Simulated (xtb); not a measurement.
Si(H)(F)(Et)(OH) (C2H7FOSi), SMILES F[SiH](CC)O. All values are semi-empirical tight-binding results from xtb (GFN2-xTB unless named), good for trends rather than for accurate numbers. Geometry: GFN2-xTB. The structure was generated by enumeration, and PubChem lists no compound with its InChIKey, so it may never have been made. One conformer was computed; it need not be the lowest.

Optimised geometry:

```xyz
12

Si    -0.4444     0.3671     0.2538
O     -1.3050    -0.9813     0.5038
F     -1.3839     1.1699    -0.7688
C      1.2294     0.0514    -0.5805
C      2.1704    -0.8309     0.2384
H     -0.3666     1.1846     1.4528
H     -0.9414    -1.7478     0.9350
H      1.0693    -0.4159    -1.5554
H      1.7266     1.0017    -0.7784
H      2.3663    -0.3867     1.2119
H      3.1229    -0.9583    -0.2731
H      1.7404    -1.8187     0.3957
```

Computed properties:
* **orbital gap**: 6.70 eV
* **dipole moment**: 3.42 D
* **zero-point energy**: 56.2 kcal/mol
* **G − E(el) at 298.15 K (modified RRHO)**: 36.5 kcal/mol
* **static polarisability (D4 model)**: 63.6 bohr³
* **solvation energy, GFN2-xTB/ALPB(water)**: -4.6 kcal/mol
* **solvation energy, GFN2-xTB/ALPB(methanol)**: -5.4 kcal/mol

Computed atomic charges and the Wiberg bond orders between heavy atoms:
charges (e) Si1 0.59, O2 -0.45, F3 -0.27, C4 -0.16, C5 -0.10, H6 -0.06, H7 0.31, H8 0.04, H9 0.03, H10 0.02, H11 0.03, H12 0.02. Bond orders Si1–O2 1.21, Si1–F3 1.07, Si1–C4 0.87, C4–C5 1.03.
